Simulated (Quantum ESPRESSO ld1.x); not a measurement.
Results of a calculation; reference values are marked as such.
The palladium ion Pd14+, configuration [Ar] 3d10 4s2 4p2 (the NIST ground configuration).

Code: ld1.x of Quantum ESPRESSO 7.5. Model: scalar-relativistic Kohn-Sham, LDA (Slater exchange, VWN5 correlation), spin-polarised, spherical densities, point nucleus; open shells are filled with parallel spins first.

Energy parts (Ry):
total: -9943.1201
kinetic: 10316.8771
electron-nucleus: -23239.3867
Hartree: 3235.1070
exchange-correlation: -255.7174

Orbitals (lengths in bohr, moments of r in powers of bohr; r(90%) holds 90 % of the orbital's charge):
[
 {"orbital": "1s up", "occ.": "1", "eigenvalue (Ry)": "-1798.68", "<r^2>": "0.001374", "<r>": "0.03188", "<r^4>": "4.898e-06", "r(90%)": "0.0572"},
 {"orbital": "1s down", "occ.": "1", "eigenvalue (Ry)": "-1798.63", "<r^2>": "0.001374", "<r>": "0.03188", "<r^4>": "4.898e-06", "r(90%)": "0.0572"},
 {"orbital": "2s up", "occ.": "1", "eigenvalue (Ry)": "-283.494", "<r^2>": "0.02257", "<r>": "0.1384", "<r^4>": "0.0008750", "r(90%)": "0.214"},
 {"orbital": "2s down", "occ.": "1", "eigenvalue (Ry)": "-283.460", "<r^2>": "0.02257", "<r>": "0.1384", "<r^4>": "0.0008748", "r(90%)": "0.214"},
 {"orbital": "2p up", "occ.": "3", "eigenvalue (Ry)": "-256.920", "<r^2>": "0.01775", "<r>": "0.1206", "<r^4>": "0.0006254", "r(90%)": "0.196"},
 {"orbital": "2p down", "occ.": "3", "eigenvalue (Ry)": "-256.874", "<r^2>": "0.01775", "<r>": "0.1206", "<r^4>": "0.0006254", "r(90%)": "0.196"},
 {"orbital": "3s up", "occ.": "1", "eigenvalue (Ry)": "-70.1600", "<r^2>": "0.1627", "<r>": "0.3773", "<r^4>": "0.04043", "r(90%)": "0.555"},
 {"orbital": "3s down", "occ.": "1", "eigenvalue (Ry)": "-70.0993", "<r^2>": "0.1625", "<r>": "0.3771", "<r^4>": "0.04026", "r(90%)": "0.555"},
 {"orbital": "3p up", "occ.": "3", "eigenvalue (Ry)": "-61.4085", "<r^2>": "0.1637", "<r>": "0.3756", "<r^4>": "0.04283", "r(90%)": "0.565"},
 {"orbital": "3p down", "occ.": "3", "eigenvalue (Ry)": "-61.3418", "<r^2>": "0.1634", "<r>": "0.3753", "<r^4>": "0.04260", "r(90%)": "0.564"},
 {"orbital": "3d up", "occ.": "5", "eigenvalue (Ry)": "-47.5442", "<r^2>": "0.1473", "<r>": "0.3520", "<r^4>": "0.04001", "r(90%)": "0.556"},
 {"orbital": "3d down", "occ.": "5", "eigenvalue (Ry)": "-47.4779", "<r^2>": "0.1467", "<r>": "0.3515", "<r^4>": "0.03963", "r(90%)": "0.555"},
 {"orbital": "4s up", "occ.": "1", "eigenvalue (Ry)": "-27.1191", "<r^2>": "0.7958", "<r>": "0.8425", "<r^4>": "0.8899", "r(90%)": "1.20"},
 {"orbital": "4s down", "occ.": "1", "eigenvalue (Ry)": "-26.7928", "<r^2>": "0.7962", "<r>": "0.8424", "<r^4>": "0.8934", "r(90%)": "1.20"},
 {"orbital": "4p up", "occ.": "2", "eigenvalue (Ry)": "-24.1961", "<r^2>": "0.8705", "<r>": "0.8788", "<r^4>": "1.079", "r(90%)": "1.26"},
 {"orbital": "4p down", "occ.": "0", "eigenvalue (Ry)": "-23.8713", "<r^2>": "0.8728", "<r>": "0.8796", "<r^4>": "1.088", "r(90%)": "1.26"},
 {"orbital": "4d up", "occ.": "0", "eigenvalue (Ry)": "-19.6944", "<r^2>": "1.001", "<r>": "0.9373", "<r^4>": "1.477", "r(90%)": "1.37"},
 {"orbital": "4d down", "occ.": "0", "eigenvalue (Ry)": "-19.3835", "<r^2>": "1.008", "<r>": "0.9401", "<r^4>": "1.504", "r(90%)": "1.37"},
 {"orbital": "5s up", "occ.": "0", "eigenvalue (Ry)": "-14.1868", "<r^2>": "2.586", "<r>": "1.522", "<r^4>": "9.024", "r(90%)": "2.12"},
 {"orbital": "5s down", "occ.": "0", "eigenvalue (Ry)": "-14.0539", "<r^2>": "2.623", "<r>": "1.533", "<r^4>": "9.273", "r(90%)": "2.13"}
]

The highest occupied level is 4p up at -329.20 eV. Summed over all electrons, <r^2> = 6.264 bohr^2, which gives a Langevin (diamagnetic) susceptibility term of -4.96 x 10^-6 cm^3/mol.
